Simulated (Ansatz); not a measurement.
A run for Ansatz (a first-principles code): R-CCSD(T)/aug-cc-pVDZ on N2 (SMILES N#N) with ghost functions.

Ansatz 0.2 input:
```yaml
crystal:
  periodic: [false, false, false]
  atoms:
    - {symbol: N, position_ang: [0.35979203, -0.03901225, 3.09924261]}
    - {symbol: N, position_ang: [-0.62280054, 0.08337772, 3.55682295]}
basis:
  gaussian:
    orbitals: aug-cc-pVDZ
    ghost_atoms:
      - {symbol: C, position_ang: [0.68787463, -0.17168019, -0.67007106]}
      - {symbol: O, position_ang: [-0.27296293, 0.09222424, -0.14784971]}
magnetization: {spin_polarized: false}
correlation: {method: ccsd_t, electrons: outside_noble_gas}
scf: {lower_state_search: off}
```

Give the final energy of this run.

-109.2931 hartree (reference determinant -108.9615, T1 diagnostic 0.013).
